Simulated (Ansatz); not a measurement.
Relaxation of C$_{3}$H$_{8}$BClS (14 atoms, charge 0, multiplicity 1), to a largest force component of 0.02 eV/Å in at most 40 steps.

All numbers below come from Ansatz 0.2.0, UKS PBE0-D4/STO-3G.

```xyz
14
Properties=species:S:1:pos:R:3
C 0.129 -0.209 2.532
S 0.412 1.208 1.375
B 0.982 0.089 -0.033
C 0.061 -0.483 -1.095
C -0.650 0.616 -1.930
Cl -1.770 -0.054 -3.115
H 1.038 -0.734 2.721
H -0.655 -0.820 2.090
H -0.289 0.266 3.522
H 2.158 -0.212 -0.051
H 0.525 -1.184 -1.746
H -0.781 -1.060 -0.541
H 0.079 1.230 -2.465
H -1.253 1.320 -1.236
```

Problem. Where does it end, and by what steps?

Solution. The run converged. The force dipped under the threshold on the way, but the program's further checks kept it going. Limits of this set-up: minimal basis. After 17 steps the energy has fallen by 1.860 eV; H10 moved furthest, 1.88 Å.

```
step  energy less start (eV)  largest force component (eV/Å)  accepted
   0                  0.0000                           3.454       yes
   1                 -0.5570                           1.013       yes
   2                 -0.7192                           0.677       yes
   3                 -0.9162                           0.741       yes
   4                 -1.1165                           0.452       yes
   5                 -1.3563                           0.855       yes
   6                 -1.5217                           0.503       yes
   7                 -1.6586                           0.443       yes
   8                 -1.7676                           0.251       yes
   9                 -1.8245                           0.189       yes
  10                 -1.8079                           0.555        no
  11                 -1.8401                           0.068       yes
  12                 -1.8482                           0.072       yes
  13                 -1.8537                           0.182       yes
  14                 -1.8564                           0.143       yes
  15                 -1.8597                           0.014       yes
  16                 -1.8601                           0.018       yes
  17                 -1.8603                           0.018       yes
```

```xyz
14
Properties=species:S:1:pos:R:3
C 0.472 0.147 2.780
S -0.154 0.708 1.162
B 0.339 -0.583 0.113
C 0.008 -0.553 -1.431
C -0.757 0.692 -1.919
Cl -1.088 0.630 -3.725
H 1.557 -0.013 2.754
H -0.014 -0.786 3.091
H 0.250 0.921 3.526
H 0.926 -1.503 0.535
H 0.948 -0.641 -2.000
H -0.575 -1.453 -1.686
H -0.184 1.618 -1.743
H -1.741 0.785 -1.429
```

Whether the end is a true minimum wasn't checked by a vibrational analysis.

The run took 93 s on 1 thread of Arm Neoverse V2, on a shared host, peak memory 0.18 GiB.
